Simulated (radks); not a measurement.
Results of a calculation; reference values are marked as such.
Correlation energies from several functionals, in hartree. Species: Sr+ [Kr] 5s1; Cr23+ 1s1; N4+ [He] 2s1; O+ [He] 2s2 2p3. Code: a radial shooting solver on a logarithmic mesh with Libxc functionals. Model: non-relativistic Kohn-Sham, exchange-only B88, spin-polarised, spherical densities, point nucleus. Every spin shell is full or empty, so the densities are truly spherical. Functionals are evaluated on that one density, not self-consistently.

\begin{tabular}{lrrrr}
functional & Sr+ & Cr23+ & N4+ & O+ \\ \hline
PW92 & -3.4016 & -0.062282 & -0.21464 & -0.45878 \\
Wigner & -1.9384 & 0 & -0.11381 & -0.27336 \\
P86 & -2.0788 & -0.031632 & -0.065784 & -0.20513 \\
AM05 & -3.1464 & -0.054290 & -0.18787 & -0.40953 \\
OP (B88) & -1.7450 & 0 & -0.078151 & -0.20847 \\
TPSS & -1.8254 & 0 & -0.055148 & -0.19247 \\
revTPSS & -1.8519 & 0 & -0.057679 & -0.20024 \\
Tao-Mo & -1.7449 & 0 & -0.039750 & -0.16078 \\
\end{tabular}
